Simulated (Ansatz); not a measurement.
Z-matrix (Å, degrees):
```
Si
N 1 1.749
H 1 1.485 2 110.5
H 1 1.485 2 110.5 3 -120.5
H 1 1.486 2 107.4 3 119.8
Si 2 1.724 1 119.2 3 -119.7
Si 2 1.760 1 118.4 3 60.4
F 6 1.626 2 98.9 1 -179.8
H 7 1.482 2 111.0 1 118.1
H 7 1.482 2 111.0 1 -119.1
H 7 1.488 2 106.5 1 -0.5
```

The species carries charge 0 and has multiplicity 1.

List the PBE/def2-TZVPP orbital energies in eV (Ansatz 0.2.0). (Best estimate.)

Computed: Occupied: -1780.83, -1780.17, -1780.14, -659.93, -380.64, -138.33, -137.88, -137.85, -95.17, -95.09, -94.96, -94.64, -94.62, -94.60, -94.59, -94.57, -94.56, -29.54, -21.19, -13.98, -13.79, -12.35, -11.09, -10.59, -10.46, -9.52, -9.40, -8.62, -8.58, -8.28, -7.15, -6.27. Lowest empty: -2.52, -1.06, -0.41, 0.25, 0.26, 0.35, 0.53, 0.98.
